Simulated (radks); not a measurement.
Values are calculated unless marked as measured or tabulated.
Effect of the nuclear size on the phosphorus ion P2+, [Ne] 3s2 3p1. Code: a radial shooting solver on a logarithmic mesh with Libxc functionals. Model: Dirac Kohn-Sham, LDA (Slater exchange, Perdew-Wang correlation), spin-unpolarised, spherical densities, finite nucleus; open shells fill j = l - 1/2 first; Fermi nuclear charge, rms radius 3.1889 fm. The rms radius is varied about that value; shifts are against it.

rms radius (fm)  total energy shift (eV)  density at nucleus (e/bohr^3)  1s1/2 shift (meV)  2s1/2 shift (meV)
2.7871                          -0.00173                           2375             -0.725             -0.048
3.0645                         -0.000561                           2372             -0.235             -0.016
3.1889                                 0                           2371              0.000              0.000
3.3739                          0.000876                           2369              0.366              0.024
3.951                            0.00392                           2363               1.64              0.109

Slopes of the eigenvalues against <r^2> in GHz/fm^2, as finite differences over the two radii next to the reference (eigenvalue slopes, not the field-shift constants of lines): 1s1/2 72.9, 2s1/2 4.84.
